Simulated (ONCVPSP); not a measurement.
# F: one change to an ONCV potential, before and after

```
Element                 : F (Z = 9)
Generator               : ONCVPSP 4.0.1
Type                    : optimised norm-conserving Vanderbilt (ONCV)
Functional              : Wu-Cohen
Relativity              : scalar-relativistic
Frozen core             : none
Valence charge          : 9
Reference configuration : 1s2 2s1.75 2p5.25
Partial waves           : 1s+2s: rc 0.40 bohr, ncon 3, nbas 7, qcut 34.1 1/bohr, 2 projectors; 2p: rc 1.35 bohr, ncon 4, nbas 8, qcut 10.4 1/bohr, 1 projector; d scattering state at 0.24 Ha: rc 1.15 bohr, ncon 4, nbas 8, qcut 8.4 1/bohr, 2 projectors, debl 0.8 Ha
Local potential         : polynomial inside 0.35 bohr (lpopt 5, dvloc0 4 Ha)
Core correction         : none
```

Change: s: rc 0.58.

Cutoffs: the cutoffs (Ha) at which the residual kinetic energy of the hardest occupied pseudo-wave falls to 1 and 0.1 mHa per electron; they do not see the model core or the augmentation charge, which bear on the density cutoff. Errors are all-electron minus pseudo energies relative to the spin-unpolarised reference configuration.

Problem. Predict the effect on cutoff, ghosts and configuration errors.

Solution. The potential gets softer (434 Ha and 491 Ha → 296 Ha and 357 Ha); of the 4 tests that both files solve, the error grows in 0 and shrinks in 1 by more than 15 % and 0.3 meV (median size 108.8 → 110.1 meV); neither file shows a bound ghost. A larger radius leaves more room for a smooth pseudo-wave, so fewer plane waves are needed.

```tsv
quantity	base	changed
cutoff, loose	434 Ha	296 Ha
cutoff, tight	491 Ha	357 Ha
loose cutoff by channel	s 434 Ha, p 38 Ha	s 296 Ha, p 38 Ha
bound ghosts	none	none
GHOST(+) flags under 300 eV	d at 199.7 eV	d at 199.7 eV
error for 1s2 2s2 2p5, meV [ΔE -4.67 eV]	-0.8	+0.3
error for 1s2 2s2 2p4, meV [ΔE 14.71 eV]	+28	+29
error for 1s2 2s2 2p3, meV [ΔE 53.09 eV]	+189	+191
error for 1s2 2s2 2p1, meV [ΔE 199.51 eV]	+2090	+2093
p: phases at 1.37 bohr within 0.05 rad from the reference energy up to (Ha; the scan ends near 5)	2.0	2.0
d: phases at 1.16 bohr within 0.05 rad from the reference energy up to (Ha; the scan ends near 5)	to the end of the scan	to the end of the scan
```
